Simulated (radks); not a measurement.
Values are calculated unless marked as measured or tabulated.
Q: Spherical jellium clusters: N electrons in a uniform positive sphere of charge N and radius rs N^(1/3), rs = 4.43 bohr. Level of theory: non-relativistic Kohn-Sham, PBEsol, spin-polarised, spherical densities (a radial shooting solver with Libxc functionals). Levels are named by radial order and angular momentum (1s, 1p, 1d, 2s, ...), and open shells are averaged over m. At N = 14 the configuration is 1s2 1p6 1d(up 5, down 1). The background grows by one charge. Does electron 15 go into 2s down or 2s up or 1d down?

A: Into 1d down. The total energies of the other choices lie higher by 0.0983 eV (2s up), 0.248 eV (2s down).
